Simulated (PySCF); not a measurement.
B(OH)2(SH) (BH3O2S), SMILES B(O)(S)O. Atoms are numbered in the order given.

```xyz
7

B     -0.0015     0.4523     0.0000
O     -1.1949     1.1130     0.0000
H     -1.1393     2.0756     0.0000
O      1.2318     1.0404     0.0000
H      1.2296     2.0054     0.0000
S     -0.1009    -1.3756     0.0000
H      1.2376    -1.5611     0.0000
```

Coordinates come from a B3LYP-D3(BJ)/def2-SVP optimisation. The values are those of a single conformer.

Computed with B3LYP/pcJ-1 (PySCF).

Isotropic couplings with Fermi-contact, spin-dipole and both spin-orbit terms, one fixed conformer, no vibrational averaging. Isotopes: 11B, 1H.

| pair | bonds apart | J (Hz) |
|---|---|---|
| B1–H3 | 2 | ___ |
| B1–H5 | 2 | ___ |
| B1–H7 | 2 | -5.4 |
| H3–H7 | 4 | ___ |
| H5–H7 | 4 | ___ |

### Question
Some entries are withheld; supply them. (An estimate is asked for; the answer gives what the named calculation found.)

### Answer

- B1–H3, J (Hz): -2.4
- B1–H5, J (Hz): -3.0
- H3–H7, J (Hz): 2.9
- H5–H7, J (Hz): 1.5
